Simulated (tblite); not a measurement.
Species: C₂H₁₁GeNSi₂.
SMILES with atom numbers: `[CH3:1]/[N:2]=[CH:3]\[SiH2:4][SiH2:5][GeH3:6]` (hydrogens: H7, H8, H9 on C1; H10 on C3; H11, H12 on Si4; H13, H14 on Si5; H15, H16, H17 on Ge6)

Computed with GFN2-xTB (tblite), gas phase: L-BFGS steps from a force-field or distance-geometry start until the largest atomic force falls under 0.01 eV/Å.

At the end of the run (lengths in Å): Si4–Si5 2.324, C3–Si4 1.913, Ge6–H16 1.503, Ge6–H15 1.502, Si5–Ge6 2.343, Ge6–H17 1.503, Si4–H11 1.468, N2–C3–Si4 130.4°, C1–N2–C3 122.1°, C3–Si4–Si5 111.0°, Si4–Si5–Ge6 113.9°, C1–N2–C3–Si4 1°, N2–C3–Si4–Si5 70°, C3–Si4–Si5–Ge6 -18°, H10–C3–Si4–Si5 -109°, H11–Si4–C3–N2 -168°.

Question: These geometries were met on the way; a selection of coordinates is given. Order them by energy above the end point, lowest first.
A. Si4–Si5 2.224, C3–Si4 1.818, Ge6–H16 1.567, Ge6–H15 1.556, Si5–Ge6 2.291, Ge6–H17 1.550, Si4–H11 1.486, N2–C3–Si4 121.3°, C1–N2–C3 126.7°, C3–Si4–Si5 115.3°, Si4–Si5–Ge6 114.7°, C1–N2–C3–Si4 1°, N2–C3–Si4–Si5 112°, C3–Si4–Si5–Ge6 -40°, H10–C3–Si4–Si5 -67°, H11–Si4–C3–N2 -130°
B. Si4–Si5 2.309, C3–Si4 1.915, Ge6–H16 1.503, Ge6–H15 1.505, Si5–Ge6 2.348, Ge6–H17 1.508, Si4–H11 1.457, N2–C3–Si4 130.0°, C1–N2–C3 121.3°, C3–Si4–Si5 112.6°, Si4–Si5–Ge6 116.0°, C1–N2–C3–Si4 2°, N2–C3–Si4–Si5 108°, C3–Si4–Si5–Ge6 -34°, H10–C3–Si4–Si5 -69°, H11–Si4–C3–N2 -129°
C. Si4–Si5 2.296, C3–Si4 1.915, Ge6–H16 1.479, Ge6–H15 1.481, Si5–Ge6 2.297, Ge6–H17 1.485, Si4–H11 1.473, N2–C3–Si4 128.7°, C1–N2–C3 120.5°, C3–Si4–Si5 113.1°, Si4–Si5–Ge6 115.9°, C1–N2–C3–Si4 3°, N2–C3–Si4–Si5 108°, C3–Si4–Si5–Ge6 -36°, H10–C3–Si4–Si5 -69°, H11–Si4–C3–N2 -130°
D. Si4–Si5 2.279, C3–Si4 1.892, Ge6–H16 1.511, Ge6–H15 1.522, Si5–Ge6 2.308, Ge6–H17 1.525, Si4–H11 1.423, N2–C3–Si4 124.9°, C1–N2–C3 122.2°, C3–Si4–Si5 113.0°, Si4–Si5–Ge6 115.5°, C1–N2–C3–Si4 0°, N2–C3–Si4–Si5 111°, C3–Si4–Si5–Ge6 -37°, H10–C3–Si4–Si5 -69°, H11–Si4–C3–N2 -130°
E. Si4–Si5 2.325, C3–Si4 1.908, Ge6–H16 1.499, Ge6–H15 1.498, Si5–Ge6 2.341, Ge6–H17 1.500, Si4–H11 1.467, N2–C3–Si4 133.4°, C1–N2–C3 122.8°, C3–Si4–Si5 108.2°, Si4–Si5–Ge6 116.6°, C1–N2–C3–Si4 2°, N2–C3–Si4–Si5 107°, C3–Si4–Si5–Ge6 -32°, H10–C3–Si4–Si5 -70°, H11–Si4–C3–N2 -134°

Answer: E (0.085 eV), B (0.138 eV), C (0.233 eV), D (0.387 eV), A (0.668 eV).

```csv
step,E above end (eV),"rms distance from the end, all atoms (Å)",largest force (eV/Å),rms shift of all bonds from the end (Å)
37,0.085,0.665,0.075,0.003
11,0.138,0.696,0.263,0.007
5,0.233,0.700,0.419,0.017
2,0.387,0.706,1.094,0.024
0,0.668,0.711,2.496,0.045
```

Rows stand in the order of the answer.
